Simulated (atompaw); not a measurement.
**rhodium (Rh): one change to a PAW (atompaw) potential, before and after**

rhodium (Rh), PAW, made with atompaw 4.2.0.5 (PBE, scalar-relativistic). Core [Kr], reference 4d8 5s1 5p0. Waves: 5s (bound): rc 2.35 bohr; 5s channel at 0.25 Ry: rc 2.35 bohr; 5p (bound, empty): rc 2.35 bohr; 5p channel at 1.95 Ry: rc 2.35 bohr; 4d (bound): rc 1.25 bohr; 4d channel at 1.6 Ry: rc 2.35 bohr. Local part: troulliermartins scheme with l = 3 at 1 Ry, radius 1.55 bohr. Core correction: smooth core density matched at 1.90 bohr. Augmentation charge: sinc compensation charge, radius 2.05 bohr; PAW radius 2.35 bohr; waves and projectors: custom polynom2 7 10 vanderbiltortho.

All-electron outer shells of the reference configuration (PBE, scalar-relativistic, ld1.x):

| shell | level (eV) | outermost node (bohr) | outermost maximum (bohr) |
| --- | --- | --- | --- |
| 4s | -82.49 | 0.47 | 0.88 |
| 4p | -50.42 | 0.47 | 0.94 |
| 4d | -5.94 | 0.46 | 1.14 |
| 5s | -4.30 | 1.19 | 2.63 |
| 5p | -0.85 | 1.35 | 3.93 |

Change: local potential troulliermartins scheme with l = 3 at 1 Ry, radius 1.34 bohr.

Cutoffs: the cutoffs (Ry, on a coarse ladder) from which the occupation-weighted sum of valence levels, in a spherical-Bessel basis at the reference potential, stays within 10 and 1 mRy of its value at 400 Ry; they do not see the model core or the augmentation charge, which bear on the density cutoff.

Problem. What does the change do?

Solution. Both files keep a bound ghost (p, s); the range in which the s phases agree narrows (upper end 3.4 → 1.5).

```csv
quantity,base,changed
"cutoff, loose",over 300 Ry,over 300 Ry
"cutoff, tight",over 300 Ry,over 300 Ry
bound ghosts,"s, p","s, p"
s: phases at 2.36 bohr within 0.05 rad from the reference energy up to (Ry; the scan ends near 5),3.4,1.5
p: phases at 2.36 bohr within 0.05 rad from the reference energy up to (Ry; the scan ends near 5),to the end of the scan,4.9
d: phases at 2.36 bohr within 0.05 rad from the reference energy up to (Ry; the scan ends near 5),2.1,2.1
lowest overlap eigenvalue by channel,"s 0.08, p 0.52, d 0.42","s 0.05, p 0.52, d 0.41"
```

 A true bound ghost makes a file unfit for plane-wave use even where its test errors are small: the radial tests pick states by their node count and pass the ghost by. The cutoffs see the waves, projectors and local potential, not the compensation charge or the core.
